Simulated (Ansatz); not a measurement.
`CS[SiH](F)Cl` + `[OH]`• → `CS[Si](F)Cl`• + H₂O  (hydrogen abstraction from the Si–H bond)

Isolated molecules relaxed with PBE0-D4/def2-TZVP in Ansatz; ΔE leaves out vibrations. CCSD(T)/CBS adds triple-zeta CCSD(T) − MP2 to the extrapolated MP2 energy (def2 sets, frozen cores). This one scheme is used for every species. Functionals use def2-TZVPP. B3LYP here is the variant with VWN-RPA as its local correlation; programs differ in this. HSE06 is defined as in plane-wave codes. Open shells (•) are unrestricted, without spin–orbit coupling. Each species was taken in one conformer, which may not be the lowest.

```tsv
level	ΔE (kcal/mol)	difference from CCSD(T)/CBS
LDA (SPW92)	-40.6	-14.2
PBE-D4	-32.3	-5.9
revPBE-D4	-30.0	-3.6
BLYP-D4	-29.1	-2.7
r2SCAN-D4	-27.2	-0.8
PBE0-D4	-27.3	-0.9
B3LYP-D4	-25.9	0.5
r2SCANh-D4	-26.0	0.4
r2SCAN0-D4	-24.2	2.2
HSE06-D4	-27.4	-1.0
CAM-B3LYP-D4	-25.3	1.1
ωB97X-V	-23.4	3.0
ωB97M-V	-24.4	2.0
B2PLYP	-26.0	0.4
PBE-QIDH	-25.7	0.7
PBE	-32.5	-6.1
revPBE	-30.5	-4.1
BLYP	-29.4	-3.0
r2SCAN	-27.3	-0.9
PBE0	-27.4	-1.0
B3LYP	-26.2	0.2
r2SCANh	-26.0	0.4
r2SCAN0	-24.2	2.2
HSE06	-27.6	-1.2
BHLYP	-19.6	6.8
CAM-B3LYP	-25.4	1.0
LC-ωPBE	-26.6	-0.2
RPA@PBE/def2-TZVPP	-20.6	5.8
HF/def2-SVP	-5.8	20.6
MP2/def2-SVP	-25.3	1.1
CCSD/def2-SVP	-19.4	7.0
CCSD(T)/def2-SVP	-20.3	6.1
HF/def2-TZVPP	-7.6	18.8
MP2/def2-TZVPP	-30.1	-3.7
SCS-MP2/def2-TZVPP	-25.7	0.7
CCSD/def2-TZVPP	-22.6	3.8
CCSD(T)/def2-TZVPP	-24.3	2.1
MP2/def2-QZVPP	-31.4	-5.0
SCS-MP2/def2-QZVPP	-26.9	-0.5
CCSD/CBS(def2)	-24.7	1.7
CCSD(T)/CBS	-26.4	0
```

Largest T1 diagnostic among the species: 0.013.

From BLYP to BHLYP (50 % exact exchange), in def2-TZVPP and without D4, ΔE moves by +9.9 kcal/mol. Leaving LDA and LC-ωPBE aside and taking each functional with its dispersion term where it has one, the values, not all of them listed here, spread over 12.8 kcal/mol, from PBE-D4 to BHLYP-D4. LDA lies −8.1 kcal/mol from PBE without D4.
